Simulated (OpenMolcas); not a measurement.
## Te2+: Slater's ratio, worked from levels

- Program: OpenMolcas
- Basis: ANO-RCC-VTZP [7s6p4d2f1g]
- Scalar Hamiltonian: DKH2, point nucleus
- Active space: 4 electrons in 9 orbitals (RAS2 5s 5p; RAS3 5d, at most 2 electrons)
- State averaging: 2S+1 = 3 even, 6 roots; 2S+1 = 1 even, 12 roots; 2S+1 = 5 odd, 1 root; 2S+1 = 3 odd, 8 roots; 2S+1 = 1 odd, 8 roots
- Spin-orbit coupling: RASSI with atomic mean-field integrals over the reference wave functions, term energies averaged over their components

Methods: RASSCF; MS-RASPT2, IPEA 0.25 Eh, imaginary shift 0.1 Eh (closed shells correlated: 4d). Measured levels: the list in Zhang, Palmeri, Quinet and Biemont, Astron. Astrophys. 551, A136 (2013).

**Slater's ratio.** With one set of orbitals, p2 has 1D - 3P = 6 F2 and 1S - 1D = 9 F2 (F2 = F²/25), a ratio of 3/2. Term energies are centres of gravity, weighted by 2J + 1.

```
   Source  1D - 3P  1S - 3P  F2 from the first  Ratio
   RASSCF    12500    26243               2083  1.099
MS-RASPT2    10898    24360               1816  1.235
 measured    11237    24275               1873  1.160
```

Energies in cm-1. A ratio away from 3/2 shows effects beyond one configuration with one set of orbitals, and in heavier atoms second-order spin-orbit shifts.

Term energies are means over components that CASPT2 splits; among the terms shown or strongly mixed into the levels shown the widest spread is 16 cm-1 (5s2 5p2 1D, MS-RASPT2). The run also gave levels led by 5s 5p2 5d, 5s2 5p 5d, which use shells meant for correlation; these and all levels above them are left out. Measured partners are found by configuration, term and J. A level has none where our copy of the source lacks it or the pairing is in doubt (some pairs that miss far off the trend of their configuration count as doubtful), and it then counts in no deviation. Levels of configurations outside the active space are missing.
